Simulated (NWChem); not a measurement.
Species: C3H4O2Si; SMILES O1CO[SiH]1C#C

```xyz
10

C      0.4594    -2.8680     0.0000
C      0.0418    -1.7247     0.0000
Si    -0.6171    -0.0266     0.0000
O      0.0904     1.0365     1.1024
C      0.5926     1.7817     0.0000
O      0.0904     1.0365    -1.1024
H      0.8344    -3.8770     0.0000
H     -2.0977    -0.0840     0.0000
H      0.1955     2.8132     0.0000
H      1.6978     1.8018     0.0000
```
Atoms are numbered in this order, from 1.

Program: NWChem. Pople sets run with spherical d functions. All runs use the structure optimised with PBE0/def2-SVP. B3LYP is NWChem's, with the RPA form of VWN correlation. Total energies compare along this basis series because the functional is fixed.

```tsv
level	basis functions	energy (Ha)	highest occupied level (eV)	orbital gap (eV)	dipole (D)	relative time
B3LYP/STO-3G	38	-549.7280	-4.10	7.03	0.92	1
B3LYP/3-21G	66	-553.6325	-7.36	6.27	1.61	1
B3LYP/6-31G*	96	-556.6339	-7.60	6.42	1.50	4
B3LYP/6-31+G*	120	-556.6492	-7.90	6.31	1.46	7
B3LYP/6-311G**	140	-556.7391	-7.78	6.34	1.46	7
```

The last column is a rough cost ratio, cheapest run = 1.
